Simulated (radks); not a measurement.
All-electron atom: Mn II in [Ar] 3d6 (not the ground configuration).

Method: scalar-relativistic Kohn-Sham, BLYP, spin-unpolarised, spherical densities, finite nucleus; Fermi nuclear charge, rms radius 3.7057 fm; computed with a radial shooting solver on a logarithmic mesh with Libxc functionals.

Energy parts (eV):
part                      energy
total                 -31520.262
kinetic                31869.306
electron-nucleus      -75153.150
Hartree                13186.089
exchange-correlation   -1422.507

Orbitals (lengths in bohr, moments of r in powers of bohr; r(max) is where P^2 peaks):
orbital  occ.  eigenvalue (eV)   r(max)
1s          2        -6435.100  0.03987
2s          2        -746.5224   0.2325
2p          6        -633.0613   0.1882
3s          2         -88.8541   0.7371
3p          6         -57.8175   0.7538
3d          6         -10.7548   0.7754

The highest occupied level is 3d at -10.755 eV. Summed over all electrons, <r^2> = 22.43 bohr^2, which gives a Langevin (diamagnetic) susceptibility term of -17.8 x 10^-6 cm^3/mol.
